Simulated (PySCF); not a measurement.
## Al⁺: ionisation energy

Al⁺ [Ne] 3s2 (1S) → Al²⁺ [Ne] 3s1 (2S), as a difference of total energies. All numbers are calculated (PySCF 2.14, the spin-free X2C one-electron Hamiltonian (Gaussian nucleus), in cc-pVDZ-DK). Correlated levels: valence: [Ne] frozen. The calculations carry no spin-orbit coupling.

Task: Order these methods by the ionisation energy they give, lowest first.
A. LDA
B. SCS-MP2 (valence)
C. UHF
D. PBE

Result: C (17.574 eV), B (18.390 eV), D (18.830 eV), A (18.950 eV).

Errors of the correlated levels include the incompleteness of this basis and the frozen core.

With two correlated electrons CCSD is exact in that space.

For comparison: 18.829 eV (measured; NIST Atomic Spectra Database, ionization energies).
